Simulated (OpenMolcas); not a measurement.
Computed levels of 3d3 in ions with 21 electrons, in cm-1 above 4F 3/2.

```yaml
Program: OpenMolcas
Method: SS-CASPT2, IPEA 0.25 Eh, imaginary shift 0.1 Eh
Basis: ANO-RCC-VQZP
Scalar_Hamiltonian: DKH2, point nucleus
Spin-orbit_coupling: RASSI with atomic mean-field integrals over the reference wave functions, term energies averaged over their components
```

Active space for each ion: 3 electrons in 10 orbitals (3d 4d); closed shells correlated by CASPT2: 3s 3p.

```json
{"Level": "4F 5/2", "Mn4+": "365", "Fe5+": "523", "Ni7+": "956"}
{"Level": "4F 7/2", "Mn4+": "861", "Fe5+": "1227", "Ni7+": "2220"}
{"Level": "4F 9/2", "Mn4+": "1473", "Fe5+": "2090", "Ni7+": "3730"}
{"Level": "4P 1/2", "Mn4+": "17140", "Fe5+": "19450", "Ni7+": "23780"}
{"Level": "4P 3/2", "Mn4+": "17290", "Fe5+": "19640", "Ni7+": "24020"}
{"Level": "4P 5/2", "Mn4+": "17740", "Fe5+": "20300", "Ni7+": "25310"}
{"Level": "2G 7/2", "Mn4+": "18080", "Fe5+": "20830", "Ni7+": "25990"}
{"Level": "2G 9/2", "Mn4+": "18610", "Fe5+": "21560", "Ni7+": "27220"}
{"Level": "2P 3/2", "Mn4+": "23410", "Fe5+": "26770", "Ni7+": "32930"}
```

Question: Estimate 4F 9/2, 4P 1/2, 4P 3/2 for Co6+ from its neighbours Fe5+ and Ni7+.

Answer: 4F 9/2 is fine structure, which grows about as the fourth power of a screened charge, so the fourth roots are averaged: ((2090^0.25 + 3730^0.25) / 2)^4 = 2821. The calculation gives 2890, so the estimate is off by -2.4 %; the measured value is 2723 (Sugar and Corliss, J. Phys. Chem. Ref. Data 10, 1097 (1981)).
4P 1/2 is another term, which grows about linearly with the charge: (19450 + 23780) / 2 = 21615. The calculation gives 21940, so the estimate is off by -1.5 %; the measured value is 21096 (Sugar and Corliss, J. Phys. Chem. Ref. Data 10, 1097 (1981)).
4P 3/2 is another term, which grows about linearly with the charge: (19640 + 24020) / 2 = 21830. The calculation gives 22170, so the estimate is off by -1.5 %; the measured value is 21304 (Sugar and Corliss, J. Phys. Chem. Ref. Data 10, 1097 (1981)).

Mixed levels, with the weight of the term that names them: Mn4+ 2P 3/2 (70 %), Fe5+ 2P 3/2 (64 %), Co6+ 2P 3/2 (58 %), Ni7+ 2P 3/2 (54 %).

CASPT2 does not keep the components of a term degenerate, so their means are used; among the terms shown or strongly mixed into the levels shown the widest spread is 710 cm-1 (3d3 4F, Mn4+). Active for correlation alone: 4d; no level in the range computed is led by a configuration that fills it, so any true level of that kind is missing. Computed and measured levels are paired by configuration, term and J; levels that our copy of the source lacks, or whose pairing is in doubt (as where it misses far off the trend of its configuration), stay unpaired and out of the deviations. Levels of configurations outside the active space are missing.
